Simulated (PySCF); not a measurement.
**Correlation energy of B (boron, neutral)**

[He] 2s2 3s1, 2S determinant (an excited configuration). All numbers are calculated (PySCF 2.14, no relativity, point nucleus, in aug-cc-pwCVDZ). Frozen: nothing; 5 electrons correlated.

```
  level  correlation energy (mhartree)
   CCSD                         -94.98
    (T)                          -1.07
CCSD(T)                         -96.05
  CCSDT                         -96.40
```

Diagnostics: T1 = 0.011, D1 = 0.0285, largest double amplitude 0.136.

The outer electron is Rydberg-like, and this basis confines it to a smaller radius and binds it less than a complete one would.

Cost of the coupled-cluster step: roughly 0.3 core-seconds, for 5 correlated electrons.
